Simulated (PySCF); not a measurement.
# Computed records: CH7BGeO

Calculation on a computer-drawn molecule: optimised geometry and harmonic frequencies of an isolated molecule of the commonest isotopes, restricted reference for singlets and unrestricted otherwise, frozen core in MP2; on germanium a core potential holds 10 electrons, which the energies leave out, and 3d is frozen in MP2 and coupled-cluster steps. Program: PySCF 2.14.0.

```yaml
- formula: CH7BGeO
  start_structure:
    atoms_angstrom:
      - [C, -0.3906, -1.8308, -0.8993]
      - [B, -1.6123, -0.8442, -0.8866]
      - [Ge, -1.4419, 0.8669, 0.1214]
      - [O, 0.2754, 1.1585, 0.7447]
      - [H, -0.3565, -2.3689, -0.0014]
      - [H, 0.5683, -1.2766, -1.0106]
      - [H, -0.4365, -2.6467, -1.7235]
      - [H, -2.6111, -1.0986, -1.4011]
      - [H, -1.535, 2.1351, -0.6184]
      - [H, -2.3603, 1.1435, 1.2511]
      - [H, 0.6239, 0.448, 1.2769]
  given:
    charge: 0
    multiplicity: 1
    method: HF
    basis: cc-pVDZ
    basis_and_core_potential_on_germanium: "cc-pVDZ-PP ECP10MDF"
    drawn_bonds_atom: [1, 2, 3, 1, 1, 1, 2, 3, 3, 4]
    drawn_bonds_other_atom: [2, 3, 4, 5, 6, 7, 8, 9, 10, 11]
    drawn_bonds_order: [1, 1, 1, 1, 1, 1, 1, 1, 1, 1]
  results:
    optimised_atom_element: [C, B, Ge, O, H, H, H, H, H, H, H]
    "optimised_atom_x [angstrom]": [-0.3798, -1.552, -1.363, 0.3241, -0.5881, 0.6127, -0.3737, -2.63, -1.647, -2.29, 0.6099]
    "optimised_atom_y [angstrom]": [-1.904, -0.8631, 0.9755, 1.267, -2.674, -1.5, -2.428, -1.143, 2.164, 1.07, 0.7221]
    "optimised_atom_z [angstrom]": [-0.9531, -0.8391, 0.1369, 0.6807, -0.1929, -0.7477, -1.913, -1.296, -0.7862, 1.365, 1.399]
    "modes_frequency [cm^-1]": [72.83, 86.41, 117.0, 136.7, 310.4, 392.5, 521.0, 633.7, 708.6, 719.6, 837.0, 890.5, 920.2, 938.6, 959.2, 1071, 1200, 1426, 1534, 1571, 2178, 2228, 2678, 3125, 3211, 3264, 4163]
    "modes_reduced_mass [dalton]": [1.872, 1.147, 3.112, 1.105, 4.592, 1.118, 3.367, 1.123, 2.672, 1.494, 1.082, 1.189, 1.693, 1.029, 1.118, 2.388, 1.562, 1.31, 1.05, 1.068, 1.021, 1.019, 1.092, 1.053, 1.079, 1.103, 1.067]
    "rotational_constants [GHz]": [7.82, 2.819, 2.166]
    "total_energy [hartree]": -434.8712
    "convergence_status_largest_gradient_component [hartree/bohr]": 1.09e-05
```
